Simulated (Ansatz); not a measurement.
Start from `[CH3][Ta]([NH2])(=[O])[F]` and change one atom or group to get `[CH3][Ta]([NH2])(=[O])[Cl]`.

Ansatz, PBE0-D4/def2-TZVP geometries, multiplicity 1. Each molecule was computed in one conformer, which needn't be the lowest.

Elements past krypton have def2 core potentials.

```tsv
property	`[CH3][Ta]([NH2])(=[O])[F]`
ideal-gas entropy at 298 K and 1 bar (rigid rotor, harmonic PBE0-D4/def2-TZVP) / J/(mol·K)	370
LUMO energy (PBE0/def2-TZVPP) / eV	-1.05
HOMO energy (ωB97M-V/def2-TZVPP) / eV	-10.68
HOMO–LUMO gap (PBE/def2-TZVPP) / eV	4.97
LUMO energy (PBE/def2-TZVPP) / eV	-1.95
LUMO energy (B3LYP/def2-TZVPP) / eV	-1.31
```

(1) What does the change do to each property? (An estimate is asked.)

Answers

(1) The calculation gave: 
```json
{"property": "ideal-gas entropy at 298 K and 1 bar (rigid rotor, harmonic PBE0-D4/def2-TZVP) / J/(mol·K)", "`[CH3][Ta]([NH2])(=[O])[Cl]`": "382", "shift": "12"}
{"property": "LUMO energy (PBE0/def2-TZVPP) / eV", "`[CH3][Ta]([NH2])(=[O])[Cl]`": "-1.52", "shift": "-0.47"}
{"property": "HOMO energy (ωB97M-V/def2-TZVPP) / eV", "`[CH3][Ta]([NH2])(=[O])[Cl]`": "-10.71", "shift": "-0.03"}
{"property": "HOMO–LUMO gap (PBE/def2-TZVPP) / eV", "`[CH3][Ta]([NH2])(=[O])[Cl]`": "4.61", "shift": "-0.36"}
{"property": "LUMO energy (PBE/def2-TZVPP) / eV", "`[CH3][Ta]([NH2])(=[O])[Cl]`": "-2.36", "shift": "-0.41"}
{"property": "LUMO energy (B3LYP/def2-TZVPP) / eV", "`[CH3][Ta]([NH2])(=[O])[Cl]`": "-1.75", "shift": "-0.44"}
```

B3LYP here is the variant with VWN-RPA as its local correlation; programs differ in this.
